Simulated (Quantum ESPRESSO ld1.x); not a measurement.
Q: The mean radii <r> (bohr) of the occupied orbitals of an atom or ion are listed with their occupations. Calculated with ld1.x of Quantum ESPRESSO 7.5: non-relativistic Kohn-Sham, LDA (Slater exchange, Perdew-Zunger correlation), spin-polarised, spherical densities, point nucleus.

| orbital | occ. | <r> |
|---|---|---|
| 1s up | 1 | 0.4241 |
| 1s down | 1 | 0.4234 |
| 2s up | 1 | 2.265 |

Name the element and its charge. Open shells, if any, are filled with parallel spins first.

A: Z = 4, beryllium, charge +1: Be+ in [He] 2s1. The 1s radius gives Z: for a bare nucleus <r> = 1.5/Z, 0.375 bohr for Z = 4, and screening makes it slightly larger (0.4241 here). The occupations add up to 3, and the charge is Z minus that.
